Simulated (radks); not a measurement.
The numbers below are computed, except where a source is named.
Q: Species: the erbium ion Er+. Configuration: [Xe] 4f(up 6.25, down 5.75) 6s(up 0.5, down 0.5) (fractional occupations, a model configuration). Level of theory: scalar-relativistic Kohn-Sham, PBEsol, spin-polarised, spherical densities, finite nucleus; Fermi nuclear charge, rms radius 5.2516 fm (a radial shooting solver on a logarithmic mesh with Libxc functionals). Some entries of the table are withheld. Estimate them.

| orbital | occ. | eigenvalue (eV) | <1/r> (bohr^-1) | <r^2> (bohr^2) |
|---|---|---|---|---|
| 1s up | 1 | -57345.95 | 77.52 | 0.0005683 |
| 1s down | 1 | -57345.95 | 77.52 | 0.0005683 |
| 2s up | 1 | -9640.151 | 18.05 | 0.008840 |
| 2s down | 1 | -9640.144 | 18.05 | 0.008840 |
| 2p up | 3 | -8529.463 | 16.67 | 0.007189 |
| 2p down | 3 | -8529.458 | 16.67 | 0.007189 |
| 3s up | 1 | -2164.944 | 6.654 | 0.05808 |
| 3s down | 1 | -2164.729 | 6.655 | 0.05808 |
| 3p up | 3 | -1826.975 | 6.218 | 0.05846 |
| 3p down | 3 | -1826.760 | 6.218 | 0.05845 |
| 3d up | 5 | -1403.336 | 5.895 | 0.04876 |
| 3d down | 5 | -1403.171 | 5.895 | 0.04875 |
| 4s up | 1 | -432.2101 | 2.811 | 0.2917 |
| 4s down | 1 | -431.7646 | 2.811 | 0.2918 |
| 4p up | 3 | -321.0224 | 2.572 | 0.3309 |
| 4p down | 3 | -320.5838 | 2.571 | 0.3309 |
| 4d up | 5 | -172.0189 | 2.270 | 0.3961 |
| 4d down | 5 | -171.5884 | 2.270 | 0.3962 |
| 5s up | 1 | -58.6636 | 1.058 | (1) |
| 5s down | 1 | -58.4537 | 1.057 | (2) |
| 5p up | 3 | -33.1472 | 0.8746 | 2.538 |
| 5p down | 3 | -32.9984 | 0.8730 | 2.547 |
| 4f up | 6.25 | (3) | 1.647 | 0.9394 |
| 4f down | 5.75 | (4) | 1.642 | 0.9551 |
| 6s up | 0.5 | -9.0535 | 0.3469 | 14.73 |
| 6s down | 0.5 | -9.0368 | 0.3463 | 14.77 |

A: 
(1) 5s up <r^2> (bohr^2): 1.768
(2) 5s down <r^2> (bohr^2): 1.772
(3) 4f up eigenvalue (eV): -9.9620
(4) 4f down eigenvalue (eV): -9.5883
